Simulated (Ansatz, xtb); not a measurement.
**Isomers of CH7F3OSi3 in order of energy**

5 gas-phase structures of CH7F3OSi3, from a drawn sample of its isomers (lower ones may exist). Each was relaxed with GFN2-xTB; where two conformers were screened, the lower at r2SCAN-D4/def2-SVP is listed:

A. `O[Si@@H]([SiH3])[SiH2]C(F)(F)F`, a singlet
B. `O[Si@@H]([SiH2][SiH3])C(F)(F)F`, a singlet
C. `O[SiH2][SiH2][SiH2]C(F)(F)F`, a singlet
D. `O[SiH2][Si@@H]([SiH3])C(F)(F)F`, a singlet
E. `O[Si]([SiH3])([SiH3])C(F)(F)F`, a singlet

Q: Estimate their order in r2SCAN-D4/def2-SVP energy at these geometries, lowest first.

A: Calculated order at r2SCAN-D4/def2-SVP: B (0.0), C (0.3), E (2.3), D (3.4), A (5.0) kcal/mol. Less than 1 kcal/mol parts B and C, so the order within that pair means little.

Energies above the lowest of each column, in kcal/mol; the last columns are at PBE-D3(BJ)/def2-SVP geometries:

```tsv
structure	GFN2-xTB	HF/STO-3G	r2SCAN-D4/def2-SVP	PBE-D3(BJ)/def2-SVP	CCSD(T)/def2-SVP + ΔMP2/def2-TZVPP
B	2.4	0.0	0.0	0.7	0.0
C	1.5	1.1	0.3	0.0	0.6
E	3.1	1.4	2.3	2.7	2.3
D	0.0	0.6	3.4	3.4	2.2
A	2.1	2.2	5.0	4.8	4.3
```

CCSD(T)/def2-SVP + ΔMP2/def2-TZVPP puts B lowest, with C within 1 kcal/mol; GFN2-xTB picks D. CCSD(T)/def2-SVP + ΔMP2/def2-TZVPP orders those it was run on as B (0.0), C (0.6), D (2.2), E (2.3), A (4.3) kcal/mol. Less than 1 kcal/mol parts B and C; D and E, so the order within those pairs means little. Flexible structures stand in one conformer each, not always the lowest. ΔMP2 is the change of the MP2 energy from the smaller to the larger basis.

Over these structures GFN2-xTB departs from r2SCAN-D4/def2-SVP by 2.2 kcal/mol on average once a common shift is removed. A GFN2-xTB relaxation took about 0.51 s and the r2SCAN-D4/def2-SVP energy about 5.7 s on a shared host (Ansatz 0.2.0, xtb 6.7.1).
